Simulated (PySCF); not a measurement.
The vertical singlet excitations below were computed for one of the candidates. The calculation used TDDFT wB97X-D/def2-SVPD, vertical, gas phase, core orbitals frozen in the response in PySCF. Geometries: GFN2-xTB, one conformer each.

```csv
state,E (eV),λ (nm),f
S1,4.55,272.4,0.0033
S2,5.27,235.2,0.0002
S3,5.72,216.6,0.259
S4,6.40,193.8,0.0018
S5,6.71,184.7,0.104
S6,6.86,180.7,0.039
S7,7.27,170.5,0.095
S8,7.32,169.4,0.040
```

Orbital energies (eV): HOMO-3 -10.36, HOMO-2 -9.38, HOMO-1 -9.27, HOMO -9.21, LUMO 0.62, LUMO+1 2.03, LUMO+2 2.42.

Problem. Which structure fits?
A. `CC/N=C\C#CCN`
B. `[H]/N=C1/C[C@@H](F)[C@H](C#C)C1`
C. `C1CC1N/N=C/C=C`

Solution. A. Its S1, at 4.55 eV, is the lowest among the candidates; the nearest of the others has S1 at 4.98 eV. S1 is HOMO→LUMO (48%), HOMO-1→LUMO (29%), HOMO-2→LUMO (19%). Löwdin shares by element: HOMO nitrogen 52%, carbon 17% or more (atoms not listed hold the other 30%); LUMO carbon 54% or more, nitrogen 28% or more (atoms not listed hold the other 18%). At the same level the other candidates give, for their lowest levels:
- `C=C/C=N/NC1CC1`: 4.98 eV (f 0.811); 5.69 eV (f 0.001); 5.83 eV (f 0.004); 6.62 eV (f 0.003); 6.74 eV (f 0.030); T1 2.85 eV; HOMO -7.46, LUMO 1.08 eV
- `[H]/N=C1/C[C@@H](F)[C@H](C#C)C1`: 5.20 eV (f 0.003); 6.69 eV (f 0.001); 6.95 eV (f 0.002); 7.00 eV (f 0.002); 7.41 eV (f 0.041); T1 4.54 eV; HOMO -9.30, LUMO 1.39 eV

Shape of the structure used: `[CH3:1][CH2:2]/[N:3]=[CH:4]\[C:5]#[C:6][CH2:7][NH2:8]`: C1–C2–N3–C4 -125°, H–N8–C7–C6 60°, H–N8–C7–C6 -59°.
Triplets come from the Tamm–Dancoff approximation.
